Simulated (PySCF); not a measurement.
FH5OSi3, SMILES O1[SiH2][SiH]([SiH2]1)F.

Geometry: PBE-D3(BJ)/def2-SVP. The structure was generated by enumeration, and PubChem lists no compound with its InChIKey, so it may never have been made.

All values below come from TDA-PBE/def2-SVPD in PySCF 2.14.0.

Vertical excitations. Gas-phase values at a fixed geometry. State labels are in the subgroup Cs.

Estimate the UV-visible absorptions. (The exact figures need the calculation; the answer reports its results.)


| state | symmetry | energy (eV) | λ (nm) | f | main pairs |
|---|---|---|---|---|---|
| S1 | A" | 4.50 | 276 | 0.015 | HOMO→LUMO 99 % |
| S2 | A" | 5.06 | 245 | 0.095 | HOMO→LUMO+1 96 % |
| S3 | A' | 5.14 | 241 | 0.005 | HOMO−1→LUMO 91 % |
| S4 | A' | 5.32 | 233 | 0.005 | HOMO−2→LUMO 95 % |
| S5 | A' | 5.55 | 223 | 0.005 | HOMO−1→LUMO+1 89 % |
| S6 | A' | 5.83 | 213 | 0.001 | HOMO−2→LUMO+1 92 % |
| S7 | A" | 6.24 | 199 | 0.006 | HOMO→LUMO+3 83 % |
| S8 | A' | 6.30 | 197 | 0.103 | HOMO→LUMO+2 80 % |
| S9 | A" | 6.48 | 191 | 0.005 | HOMO→LUMO+4 51 %, HOMO−1→LUMO+2 42 % |
| S10 | A" | 6.52 | 190 | 0.000 | HOMO−3→LUMO 58 %, HOMO−1→LUMO+2 32 % |
| T1 | A" | 3.88 | 320 | 0 | HOMO→LUMO 99 % |
| T2 | A" | 4.33 | 287 | 0 | HOMO→LUMO+1 99 % |
| T3 | A' | 4.61 | 269 | 0 | HOMO−1→LUMO 96 % |
| T4 | A' | 5.02 | 247 | 0 | HOMO−2→LUMO 94 % |
Triplets are in the Tamm–Dancoff approximation.
